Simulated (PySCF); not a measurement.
HfF3Cl, SMILES [F][Hf]([F])([F])[Cl], multiplicity 1.

The structure is a stationary point at B3LYP-D3(BJ)/def2-SVP. The multiplicity is an assumed one; no other spin state was optimised. The structure was generated by enumeration; whether it is a known compound was not checked. The def2 effective core potentials stand for the cores of Hf; spin–orbit coupling is left out.

Method: ωB97X/def2-TZVP run with PySCF.

Symmetry labels are those of the subgroup Cs that the program uses (full group C3v).

### Question
List the valence orbital energies around the gap with their symmetry. (The exact figures need the calculation; the answer reports its results.)

### Answer

| orbital | symmetry | energy (eV) |
|---|---|---|
| HOMO−7 | A" | -15.66 |
| HOMO−6 | A' | -15.35 |
| HOMO−5 | A" | -14.92 |
| HOMO−4 | A' | -14.92 |
| HOMO−3 | A" | -14.84 |
| HOMO−2 | A' | -13.51 |
| HOMO−1 | A' | -12.49 |
| HOMO | A" | -12.49 |
| LUMO | A' | 0.89 |
| LUMO+1 | A' | 0.94 |
| LUMO+2 | A" | 0.94 |
| LUMO+3 | A' | 1.41 |
